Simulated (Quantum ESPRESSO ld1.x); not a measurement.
Q: Species: Se+. Configuration: [Ar] 3d10 4s2 4p(up 1.5, down 1.5) (fractional occupations, a model configuration). All-electron calculation, scalar-relativistic Kohn-Sham, LDA (Slater exchange, Perdew-Wang correlation), spin-polarised, spherical densities, point nucleus. Program: ld1.x of Quantum ESPRESSO 7.5. Some entries of the table are withheld. Estimate them.

orbital  occ.  eigenvalue (hartree)  r(max) (bohr)  <1/r> (bohr^-1)
1s          2              -459.158          0.029            34.51
2s          2              -59.3602            (1)            7.620
2p          6              -52.3126          0.131            7.470
3s          2              -8.20199          0.503            2.486
3p          6              -5.99831            (2)            2.335
3d         10              -2.34779          0.450            2.033
4s          2              -0.99516            (3)           0.7622
4p          3              -0.57271           1.74           0.6199

A: 
(1) 2s r(max) (bohr): 0.164
(2) 3p r(max) (bohr): 0.499
(3) 4s r(max) (bohr): 1.48
